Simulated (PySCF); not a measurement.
C4H10O2Zn2, SMILES [CH3][Zn][O]CC[O][Zn][CH3].

Geometry: B3LYP-D3(BJ)/def2-SVP. One conformer was computed; it need not be the lowest.

The numbers are results of TDA-PBE/def2-SVP run with PySCF, not measurements.

Vertical excitations. Isolated molecule, no solvent.

Computed UV-visible absorptions:
| state | energy (eV) | λ (nm) | f | main pairs |
|---|---|---|---|---|
| S1 | 3.15 | 393 | 0.002 | HOMO→LUMO 100 % |
| S2 | 3.81 | 326 | 0.005 | HOMO−1→LUMO 99 % |
| S3 | 4.35 | 285 | 0.001 | HOMO→LUMO+1 100 % |
| S4 | 4.68 | 265 | 0.032 | HOMO−2→LUMO 97 % |
| S5 | 4.80 | 258 | 0.002 | HOMO→LUMO+2 99 % |
| S6 | 4.98 | 249 | 0.016 | HOMO−1→LUMO+1 96 % |
| S7 | 5.07 | 245 | 0.004 | HOMO→LUMO+3 97 % |
| S8 | 5.20 | 238 | 0.020 | HOMO−3→LUMO 95 % |
| S9 | 5.41 | 229 | 0.001 | HOMO−1→LUMO+2 97 % |
| S10 | 5.75 | 216 | 0.010 | HOMO−1→LUMO+3 86 % |
| T1 | 3.10 | 400 | 0 | HOMO→LUMO 100 % |
| T2 | 3.69 | 336 | 0 | HOMO−1→LUMO 100 % |
| T3 | 4.32 | 287 | 0 | HOMO→LUMO+1 100 % |
| T4 | 4.47 | 277 | 0 | HOMO−2→LUMO 99 % |
Triplets are in the Tamm–Dancoff approximation.
